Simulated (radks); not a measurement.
Results of a calculation; reference values are marked as such.
Fractional charge and spin in the 5p shell of dysprosium: the spin-up occupation runs from 2 to 3 and the spin-down occupation from 2 to 3; the fullest corner is Dy2+, [Kr] 4d10 4f(up 5, down 5) 5s2 5p(up 3, down 3). Level of theory: scalar-relativistic Kohn-Sham, PBE, spin-polarised, spherical densities, finite nucleus; Fermi nuclear charge, rms radius of each element as measured or else 0.836 A^(1/3) + 0.57 fm (a radial shooting solver on a logarithmic mesh with Libxc functionals). Energy (eV) minus the two flat planes that join the four corners (they meet along the diagonal where the two added fractions sum to one electron); zero is where a piecewise linear energy would lie.

down \ up       2    2.25     2.5    2.75       3
2           0.000  -1.270  -1.688  -1.262   0.000
2.25       -1.270  -1.628  -1.146   0.170  -1.197
2.5        -1.688  -1.146   0.226  -1.087  -1.589
2.75       -1.262   0.170  -1.087  -1.535  -1.186
3           0.000  -1.197  -1.589  -1.186   0.000

Corners above the fullest one (they belong to Dy3+ and the next ion): (up 3, down 2) 45.649 eV, (up 2, down 3) 45.649 eV, (up 2, down 2) 105.32 eV. With half an added electron in each spin the energy lies 0.226 eV from the planes, and with half an added electron in spin up alone -1.688 eV. The planes are only a guide here: the flat-plane condition holds for ground states with one frontier orbital, while this shell lies below other occupied shells, so the corners above the fullest one are inner-hole states and not the ground states of those ions.
